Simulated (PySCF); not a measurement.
**Ionisation energy of Ne(7+) by level of theory**

Ne(7+) [He] 2s1 (2S) → Ne(8+) 1s2 (1S), as a difference of total energies. All numbers are calculated (PySCF 2.14, no relativity, point nucleus, in an even-tempered Gaussian basis (18 s from 0.56 bohr⁻², ratio 2.2; 9 p from 0.95 bohr⁻², ratio 2.4; 6 d from 2.8 bohr⁻², ratio 2.4; 5 f from 4.3 bohr⁻², ratio 2.4; 5 g from 6.4 bohr⁻², ratio 2.4)). Correlated levels: nothing frozen; virtual orbitals above 40 to 60 times the deepest correlated orbital energy dropped. The calculations carry no spin-orbit coupling.

| method | ionisation energy (eV) | difference from reference (eV) |
| --- | --- | --- |
| UHF | 238.65 | -0.45 |
| LDA | 238.25 | -0.85 |
| PBE | 239.56 | +0.46 |
| PBE0 | 239.40 | +0.30 |
| r2SCAN | 238.46 | -0.64 |
| r2SCANh | 238.52 | -0.58 |
| BLYP | 239.96 | +0.86 |
| MP2 (all electrons) | 238.78 | -0.32 |
| SCS-MP2 (all electrons) | 238.77 | -0.33 |

Reference: 239.10 eV (semi-empirical (NIST evaluation); NIST Atomic Spectra Database, ionization energies).

These non-relativistic numbers lack the scalar-relativistic shift.
